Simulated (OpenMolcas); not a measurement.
# Co III: effect of the basis set

```json
{
 "Program": "OpenMolcas",
 "Method": "MS-CASPT2, IPEA 0.25 Eh, imaginary shift 0.1 Eh (closed shells correlated: 3s 3p)",
 "Active space": "7 electrons in 5 orbitals (3d)",
 "State averaging": "2S+1 = 4 even, 10 roots; 2S+1 = 2 even, 40 roots",
 "Spin-orbit coupling": "state interaction with AMFI integrals over the reference wave functions, term energies averaged over their components"
}
```

A. ANO-RCC-VDZP [5s4p2d1f], DKH2, point nucleus; CASPT2 step of the order of 5 core-seconds
B. ANO-RCC-VTZP [6s5p3d2f1g], DKH2, point nucleus; CASPT2 step roughly 7 core-seconds
C. ANO-L-VTZP [6s5p3d2f1g], non-relativistic, point nucleus; CASPT2 step of the order of 6 core-seconds
D. ANO-R2 [7s5p4d2f1g], X2C, finite nucleus; CASPT2 step about 12 core-seconds
E. ANO-RCC-VQZP [7s6p4d3f2g1h], DKH2, point nucleus; CASPT2 step roughly 23 core-seconds
F. ANO-R3 [8s5p5d3f2g1h], X2C, finite nucleus; CASPT2 step of the order of 16 core-seconds

Energies in cm-1 above 3d7 4F 9/2, the measured ground level; measured values from Sugar and Corliss, J. Phys. Chem. Ref. Data 10, 1097 (1981).

```json
{"Level": "3d7 4F 9/2", "A": "0.0", "B": "0.0", "C": "0.0", "D": "0.0", "E": "0.0", "F": "0.0", "Measured": "0.0"}
{"Level": "3d7 4F 7/2", "A": "859", "B": "857", "C": "849", "D": "833", "E": "826", "F": "836", "Measured": "841"}
{"Level": "3d7 4F 5/2", "A": "1488", "B": "1483", "C": "1470", "D": "1443", "E": "1431", "F": "1447", "Measured": "1451"}
{"Level": "3d7 4F 3/2", "A": "1917", "B": "1910", "C": "1896", "D": "1860", "E": "1844", "F": "1865", "Measured": "1867"}
{"Level": "3d7 4P 5/2", "A": "16470", "B": "15530", "C": "15970", "D": "15610", "E": "15510", "F": "15760", "Measured": "15202"}
{"Level": "3d7 4P 3/2", "A": "16640", "B": "15730", "C": "16170", "D": "15810", "E": "15700", "F": "15950", "Measured": "15428"}
{"Level": "3d7 2G 9/2", "A": "16940", "B": "16380", "C": "16810", "D": "16510", "E": "16190", "F": "16390", "Measured": "16978"}
{"Level": "3d7 4P 1/2", "A": "17120", "B": "16180", "C": "16620", "D": "16250", "E": "16140", "F": "16400", "Measured": "15811"}
{"Level": "3d7 2G 7/2", "A": "17740", "B": "17190", "C": "17610", "D": "17290", "E": "16970", "F": "17180", "Measured": "17766"}
{"Level": "3d7 2P 3/2", "A": "20200", "B": "19750", "C": "20120", "D": "19780", "E": "19580", "F": "19800", "Measured": "20195"}
{"Level": "3d7 2P 1/2", "A": "20870", "B": "20440", "C": "20800", "D": "20450", "E": "20240", "F": "20480", "Measured": ""}
{"Level": "3d7 2D 5/2(1)", "A": "23280", "B": "22760", "C": "23250", "D": "22830", "E": "22620", "F": "22730", "Measured": "23059"}
{"Level": "3d7 2H 11/2", "A": "23660", "B": "22640", "C": "23280", "D": "22870", "E": "22500", "F": "22670", "Measured": "22720"}
{"Level": "3d7 2H 9/2", "A": "24370", "B": "23350", "C": "23990", "D": "23560", "E": "23190", "F": "23370", "Measured": "23434"}
{"Level": "3d7 2D 3/2(1)", "A": "24500", "B": "23950", "C": "24430", "D": "23990", "E": "23770", "F": "23910", "Measured": "24237"}
{"Level": "3d7 2F 5/2", "A": "38780", "B": "36850", "C": "37660", "D": "37070", "E": "36870", "F": "36920", "Measured": "37021"}
{"Level": "3d7 2F 7/2", "A": "39140", "B": "37200", "C": "38020", "D": "37420", "E": "37210", "F": "37270", "Measured": "37316"}
{"Level": "3d7 2D 3/2(2)", "A": "60420", "B": "58190", "C": "59290", "D": "58420", "E": "58350", "F": "58180", "Measured": ""}
{"Level": "3d7 2D 5/2(2)", "A": "60890", "B": "58630", "C": "59720", "D": "58840", "E": "58770", "F": "58610", "Measured": ""}
```

Deviations, from unrounded energies. A percentage is the sum of absolute deviations over the sum of measured energies, with the sign that they share, or ± where signs differ.

```tsv
Against measurement	Levels	A	B	C	D	E	F
mean absolute deviation (cm-1)	15	660	250	380	230	320	280
fine structure of the ground term (%)	3	+2.5	+2.2	+1.3	-0.6	-1.4	-0.3
other terms of the ground configuration (%)	12	±3.6	±1.4	±2.1	±1.3	±1.8	±1.5
```

B, D lie about equally close to measurement and A furthest from it. The largest miss of D in the table is 3d7 2G 7/2, by -480 cm-1. The ranking rests on the paired levels alone, and a cruder setting can come out closer through cancelling errors.

The two smallest mean deviations differ by little beside CASPT2's spread within terms, so their order carries little weight.

Among A to F the level of the table that moves most is 3d7 2D 5/2(2), by 2300 cm-1 (lowest in F, highest in A). Moves below CASPT2's spread within the term are not significant.

CASPT2 breaks the degeneracy within a term, and the mean is taken; among the terms shown or strongly mixed into the levels shown the widest spread is 1200 cm-1 (3d7 4F, E). The CASPT2 spread within a term exceeds the gap to the next term for 3d7 2D(1) and 3d7 2H, so the order of their levels is uncertain (figures for A; the like holds for B, C, D, E, F). Some levels mix across a computed gap that differs much from the measured one, so their mixing is not that of the real levels (holds for A). Measured partners are found by configuration, term and J. A level has none where our copy of the source lacks it or the pairing is in doubt (some pairs that miss far off the trend of their configuration count as doubtful), and it then counts in no deviation. Only configurations of the active space appear.

A number in round brackets counts repeated terms of one configuration in the order of the reference energies.
